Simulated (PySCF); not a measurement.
PySCF job for C5H7F, SMILES C[C@H]1CC=C1F, B3LYP-D3(BJ)/def2-SVP. Geometry: B3LYP-D3(BJ)/def2-SVP. The structure was generated by enumeration; whether it is a known compound was not checked.

```python
import numpy as np
from pyscf import gto, scf, dft, df
from pyscf.hessian import thermo

mol = gto.M(
    atom='''
    C    -1.92026338   -0.23874086    0.17192017
    C    -0.46009368   -0.37881905    0.58065845
    C     0.39765190   -1.48401355   -0.14750476
    C     1.28422746   -0.35622351   -0.66412527
    C     0.53815259    0.56262453   -0.04043073
    F     0.59206345    1.88704285    0.04361267
    H    -2.35440563    0.69045641    0.57433768
    H    -2.01918415   -0.21062017   -0.92546244
    H    -2.51890855   -1.08263551    0.55038607
    H    -0.37056083   -0.44003268    1.67990994
    H    -0.16476890   -2.03639662   -0.91839983
    H     0.88308915   -2.20497965    0.53087818
    H     2.17811858   -0.32814290   -1.28727065
    ''',
    basis='def2-SVP',
    charge=0,
    spin=0,
    max_memory=1600,
    verbose=3,
)
mf = dft.RKS(mol, xc='b3lyp').density_fit(auxbasis='def2-universal-jkfit')
mf.disp = 'd3bj'
mf.grids.level = 3
mf.conv_tol = 1e-11
mf.max_cycle = 100
mf.kernel()

# [left out here: the lines that compute and print the analytic Hessian (its translational invariance restored by hand, since the grid's response is missing), thermochemistry and intensities]
```

Log of the run:

```
converged SCF energy = -294.329909581887

WARN: DFTD3 does not support analytical Hessian, using finite difference


WARN: Mole.unit (angstrom) is changed to Bohr

Mode                                 0                   1                   2
Irrep
Freq [cm^-1]                      191.7368            208.4081            245.8554
Reduced mass [au]                   2.8432              2.5068              1.1563
Force const [Dyne/A]                0.0616              0.0642              0.0412
Char temp [K]                     275.8666            299.8529            353.7312
Normal mode                   x     y     z       x     y     z       x     y     z
       0   C                -0.01  0.08  0.07    0.08  0.11 -0.05    0.04  0.03 -0.03
       1   C                 0.01 -0.03 -0.04    0.04 -0.03  0.04    0.02 -0.00  0.05
       2   C                 0.00 -0.01 -0.07    0.03 -0.03  0.02   -0.01 -0.01  0.03
       3   C                 0.11 -0.01  0.10   -0.03 -0.01 -0.06   -0.03 -0.01 -0.02
       4   C                 0.02 -0.02  0.01    0.01 -0.03  0.03    0.01 -0.01  0.03
       5   F                -0.08 -0.01 -0.06   -0.10 -0.03  0.02   -0.02 -0.00 -0.03
       6   H                 0.08  0.07  0.19    0.23  0.26 -0.22   -0.11 -0.22  0.37
       7   H                -0.09  0.19  0.08    0.16 -0.03 -0.06    0.16  0.54 -0.03
       8   H                -0.04  0.09  0.04   -0.10  0.28  0.05    0.10 -0.23 -0.50
       9   H                 0.06 -0.09 -0.04   -0.00 -0.04  0.04   -0.02 -0.03  0.05
      10   H                 0.02  0.14 -0.20    0.01 -0.07  0.07   -0.03 -0.01  0.05
      11   H                -0.12 -0.14 -0.13    0.10  0.01  0.01    0.02  0.00  0.02
      12   H                 0.17 -0.00  0.20   -0.11  0.01 -0.17   -0.09 -0.01 -0.10
Mode                                 3                   4                   5
Irrep
Freq [cm^-1]                      353.5851            446.4609            613.4192
[...]
       1   C                -0.00  0.08  0.01   -0.05  0.08 -0.00   -0.14 -0.04  0.04
       2   C                -0.00 -0.10  0.00   -0.03 -0.03  0.04    0.04  0.01 -0.01
       3   C                 0.03  0.12 -0.01    0.05  0.03 -0.03   -0.03  0.01  0.02
       4   C                -0.00  0.09 -0.01   -0.07 -0.10  0.06    0.10  0.10 -0.05
       5   F                -0.00 -0.06 -0.00    0.01  0.04 -0.00   -0.01 -0.04  0.00
       6   H                 0.07  0.02 -0.03    0.16 -0.00  0.08    0.11 -0.06  0.23
       7   H                 0.05  0.08  0.01   -0.04  0.08 -0.04    0.11 -0.10 -0.05
       8   H                -0.11  0.04 -0.01    0.07  0.01  0.13    0.15  0.00  0.15
       9   H                -0.24 -0.34  0.01    0.58 -0.18 -0.07    0.38  0.03  0.01
      10   H                -0.08 -0.09  0.05    0.07  0.01 -0.05   -0.06 -0.13  0.14
      11   H                -0.06 -0.13  0.02    0.14 -0.05 -0.10   -0.13 -0.14 -0.04
      12   H                 0.02 -0.45 -0.05    0.03 -0.17 -0.09   -0.04  0.06  0.00
Mode                                21                  22                  23
Irrep
Freq [cm^-1]                     1395.3552           1463.2723           1467.0487
Reduced mass [au]                   1.3571              1.1207              1.0867
Force const [Dyne/A]                1.5568              1.4138              1.3780
Char temp [K]                    2007.6054           2105.3231           2110.7564
Normal mode                   x     y     z       x     y     z       x     y     z
       0   C                -0.14  0.01 -0.02   -0.00 -0.01 -0.02   -0.00 -0.03 -0.03
       1   C                 0.06  0.00 -0.00   -0.02 -0.02  0.00    0.04 -0.01 -0.02
       2   C                -0.01  0.00 -0.00   -0.00 -0.08 -0.01   -0.00  0.05  0.01
       3   C                -0.00 -0.00  0.00   -0.01  0.01  0.01    0.00 -0.01 -0.00
       4   C                -0.02 -0.01  0.00    0.03  0.01 -0.02   -0.02 -0.01  0.01
       5   F                 0.00  0.00 -0.00   -0.00 -0.01  0.00    0.00  0.00 -0.00
       6   H                 0.43  0.19  0.15   -0.15 -0.10  0.03   -0.33 -0.19  0.03
       7   H                 0.46 -0.03 -0.07    0.19  0.20 -0.03    0.33  0.35 -0.04
       8   H                 0.37 -0.26  0.15    0.01  0.13  0.32   -0.08  0.27  0.51
       9   H                -0.16  0.00  0.02    0.03  0.02  0.00   -0.10  0.03 -0.01
      10   H                 0.02 -0.01 -0.02   -0.20  0.49 -0.24    0.11 -0.25  0.12
      11   H                -0.01  0.02  0.01    0.22  0.41  0.32   -0.11 -0.22 -0.18
      12   H                 0.01 -0.00  0.01   -0.01 -0.01  0.00    0.01  0.01 -0.00
Mode                                24                  25                  26
Irrep
Freq [cm^-1]                     1472.5498           1742.7043           3025.9971
Reduced mass [au]                   1.0697              7.8758              1.0360
Force const [Dyne/A]                1.3666             14.0926              5.5894
Char temp [K]                    2118.6714           2507.3635           4353.7361
Normal mode                   x     y     z       x     y     z       x     y     z
       0   C                -0.00 -0.04  0.02    0.00  0.00 -0.00    0.05 -0.00  0.02
       1   C                -0.03 -0.03  0.02   -0.00 -0.01 -0.00   -0.00  0.00  0.00
       2   C                 0.01  0.01 -0.00   -0.01 -0.01  0.01   -0.00 -0.01 -0.00
       3   C                -0.01  0.00  0.00    0.09 -0.12 -0.07    0.00 -0.00 -0.00
       4   C                 0.02  0.02 -0.01   -0.10  0.17  0.09   -0.00 -0.00  0.00
       5   F                -0.00 -0.01  0.00    0.00 -0.03 -0.01    0.00  0.00 -0.00
       6   H                 0.05  0.26 -0.58   -0.00  0.00 -0.01   -0.20  0.46  0.20
       7   H                -0.22  0.55  0.05   -0.01  0.00  0.00   -0.04  0.01 -0.59
       8   H                 0.32 -0.21  0.09    0.02 -0.00 -0.00   -0.29 -0.43  0.20
       9   H                 0.08  0.03  0.02    0.04  0.04  0.00    0.00  0.00 -0.01
      10   H                 0.00 -0.04  0.03    0.02  0.04 -0.06    0.04  0.04  0.06
      11   H                -0.04 -0.03 -0.01    0.06  0.04  0.01   -0.02  0.03 -0.04
      12   H                -0.01  0.01  0.01    0.13  0.09 -0.09    0.00 -0.00 -0.00
Mode                                27                  28                  29
Irrep
Freq [cm^-1]                     3036.4067           3039.7407           3093.8615
Reduced mass [au]                   1.0719              1.0713              1.1107
Force const [Dyne/A]                5.8228              5.8322              6.2637
Char temp [K]                    4368.7133           4373.5101           4451.3779
Normal mode                   x     y     z       x     y     z       x     y     z
       0   C                 0.00 -0.00 -0.01   -0.00  0.00 -0.01    0.00 -0.01 -0.01
       1   C                 0.01 -0.00  0.06    0.00 -0.00  0.05    0.00  0.00  0.00
       2   C                -0.00  0.04 -0.00   -0.01 -0.05 -0.01    0.05 -0.01  0.07
       3   C                 0.00 -0.00 -0.00   -0.00 -0.00  0.00   -0.00 -0.00 -0.00
       4   C                 0.00 -0.00  0.00   -0.00  0.00  0.00   -0.00  0.00  0.00
       5   F                -0.00 -0.00  0.00   -0.00 -0.00 -0.00    0.00  0.00  0.00
       6   H                -0.03  0.06  0.02    0.01 -0.01 -0.01   -0.03  0.07  0.03
       7   H                 0.00 -0.00  0.04    0.01 -0.00  0.11    0.00 -0.00  0.05
       8   H                -0.03 -0.05  0.02    0.01  0.00 -0.00   -0.00 -0.00 -0.00
       9   H                -0.06  0.04 -0.70   -0.05  0.04 -0.63   -0.00 -0.00 -0.06
      10   H                -0.22 -0.20 -0.31    0.28  0.25  0.38   -0.33 -0.33 -0.46
      11   H                 0.22 -0.31  0.31   -0.21  0.29 -0.29   -0.30  0.44 -0.41
      12   H                -0.01  0.00  0.01    0.02 -0.00 -0.01    0.00 -0.00 -0.00
Mode                                30                  31                  32
Irrep
Freq [cm^-1]                     3110.8749           3111.8521           3231.1899
Reduced mass [au]                   1.1040              1.1042              1.1031
Force const [Dyne/A]                6.2946              6.3002              6.7853
Char temp [K]                    4475.8564           4477.2623           4648.9629
Normal mode                   x     y     z       x     y     z       x     y     z
       0   C                -0.02  0.03  0.08    0.02  0.08 -0.03   -0.00 -0.00  0.00
       1   C                 0.00 -0.00  0.01   -0.00  0.00 -0.00    0.00  0.00 -0.00
       2   C                 0.00 -0.00  0.01    0.00 -0.00  0.00    0.00  0.00 -0.00
       3   C                 0.00 -0.00 -0.00   -0.00 -0.00  0.00   -0.07  0.00  0.05
       4   C                 0.00  0.00 -0.00   -0.00 -0.00  0.00    0.01 -0.01 -0.00
       5   F                 0.00 -0.00  0.00    0.00 -0.00 -0.00   -0.00  0.00  0.00
       6   H                 0.24 -0.53 -0.22    0.19 -0.40 -0.19   -0.00  0.00  0.00
       7   H                -0.06  0.02 -0.69    0.03  0.01  0.28    0.00 -0.00 -0.00
       8   H                 0.07  0.11 -0.03   -0.41 -0.59  0.27   -0.00  0.00 -0.00
       9   H                -0.01  0.01 -0.11    0.00 -0.00  0.04   -0.00  0.00  0.01
      10   H                -0.03 -0.03 -0.04   -0.01 -0.01 -0.02   -0.01 -0.01 -0.01
      11   H                -0.02  0.03 -0.03   -0.01  0.01 -0.01    0.00 -0.01  0.01
      12   H                 0.00 -0.00 -0.00   -0.00 -0.00 -0.00    0.78  0.02 -0.54
temperature 298.1500 [K]
pressure 101325.00 [Pa]
Rotational constants [GHz] 4.91750 3.65985 2.31289
Symmetry number 1
Zero-point energy (ZPE) 0.10705 [Eh]   281063.114 [J/mol]
                           tot       elec      trans        rot        vib
Entropy [J/mol/K]       316.988      0.000    164.315    110.661     42.012
Cv [J/mol/K]             89.274      0.000     12.472     12.472     64.330
Cp [J/mol/K]             97.588      0.000     20.786     12.472     64.330
Internal energy [J/mol]                      3718.434   3718.434 288987.625
Internal energy [Eh]   -294.21701  -294.32991
Enthalpy [J/mol]                             6197.391   3718.434 288987.625
Enthalpy [Eh]          -294.21606
Gibbs free energy [J/mol]                  -42793.101 -29275.152 276461.737
Gibbs free energy [Eh] -294.25206
static polarisability / bohr^3: [[55.336 -2.843 -7.28 ]
 [-2.845 53.836  2.562]
 [-7.276  2.562 44.908]]
largest difference of analytic and finite-field dipole derivatives / e: 0.0013305394242879576
mode   freq/cm-1   IR/(km/mol)   Raman/(A^4/amu)   depolarisation
   1      191.74         0.043             1.096            0.744
   2      208.41         0.788             1.021            0.726
   3      245.86         0.097             0.504            0.657
   4      353.59         1.378             1.416            0.644
   5      446.46         2.209             0.822            0.492
   6      613.42         3.528             3.333            0.522
   7      662.37         8.916             4.188            0.524
   8      803.42        16.127             9.750            0.252
   9      827.27        26.431             5.635            0.459
  10      869.02         2.892             4.016            0.693
  11      926.31         7.479             3.217            0.652
  12      945.75         1.689             8.225            0.490
  13     1061.72         0.997             4.929            0.709
  14     1066.96        14.647             4.594            0.534
  15     1098.78        13.990             9.829            0.673
  16     1163.81         2.648             3.048            0.324
  17     1186.02         5.530             2.894            0.674
  18     1204.54         7.478             1.641            0.282
  19     1237.24        22.074             5.717            0.340
  20     1304.23        56.073             2.753            0.750
  21     1382.34        55.989             5.423            0.657
  22     1395.36         2.713             2.033            0.735
  23     1463.27         4.050            19.078            0.655
  24     1467.05         2.170            13.644            0.587
  25     1472.55        10.279            16.905            0.740
  26     1742.70       127.505            23.793            0.130
  27     3026.00        22.977           103.577            0.011
  28     3036.41        28.293            75.111            0.683
  29     3039.74        28.233           229.903            0.086
  30     3093.86        23.260            95.083            0.735
  31     3110.87        24.828            60.962            0.644
  32     3111.85        18.173            80.755            0.738
  33     3231.19         3.567           135.845            0.289
max |gradient| / (hartree/bohr): 2.696235361377894e-05
APT charges: [ 0.0681  0.0697  0.062  -0.1929  0.6363 -0.5517 -0.0132 -0.0135 -0.0242
 -0.0454 -0.0264 -0.0376  0.069 ]
```

Self-consistency was reached.
